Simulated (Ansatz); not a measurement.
Basis-set extrapolation for C2H4B2 (`BB1C=C1`) (PBE0-D4/def2-TZVP geometry, frozen core, Ansatz). Multiplicity 1, RHF reference.

```
                      def2-TZVPP   def2-QZVPP
                 HF  -127.395012  -127.400573
    MP2 correlation    -0.492375    -0.524190
CCSD(T) correlation    -0.551172      not run
```

Energies in hartree. Use E(X) = E(∞) + A·exp(−7.88·√X) for Hartree–Fock and E(X) = E(∞) + B·X^(−2.97) for correlation, with X = 3 and 4, and add CCSD(T) minus MP2 of the smaller set to the MP2 limit.

Question: What is the CCSD(T) energy at the basis-set limit?

Answer: HF limit: -127.400573 + (-0.005561) × 0.13774 = -127.40134. MP2 limit: -0.524190 + (-0.031815) × 0.74074 = -0.54776. Higher-order term: -0.551172 − (-0.492375) = -0.05880. Total: -128.00790 hartree, 1.68 eV below CCSD(T)/def2-TZVPP.
